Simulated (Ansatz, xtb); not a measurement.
System: sum formula KOH (charge -1, doublet). 
Geometry from a B3LYP-D3(BJ)/def2-TZVP (Ansatz, a first-principles code) optimisation:
```xyz
3

K      0.0000     0.0000    -0.7764
O      0.0000     0.0000     1.5324
H      0.0000     0.0000     2.4921
```
Charge -1, spin multiplicity 2.

Harmonic wavenumbers from GFN2-xTB (xtb, at its own minimum), cm⁻¹: 124, 152, 152, 3518.

Task: Give the harmonic wavenumbers at B3LYP-D3(BJ)/def2-TZVP (Ansatz, finite differences of forces, unscaled).

Result: 268, 268, 380, 3833 cm⁻¹. Zero-point energy 6.8 kcal/mol.

Task: From these and the geometry, give the ideal-gas thermochemistry at 298.15 K and 1 atm (rigid rotor, harmonic oscillator).

Result: Point group C∞v, rotational symmetry number 1. Rotational constants 7.521, 7.521 GHz. S(trans) 38.00, S(rot) 15.33, S(vib) 4.25, S(elec, spin only) 1.38, S 59.0 cal/(mol K). H(298) - H(0) 2.86 kcal/mol; G - E(el) -7.9 kcal/mol.
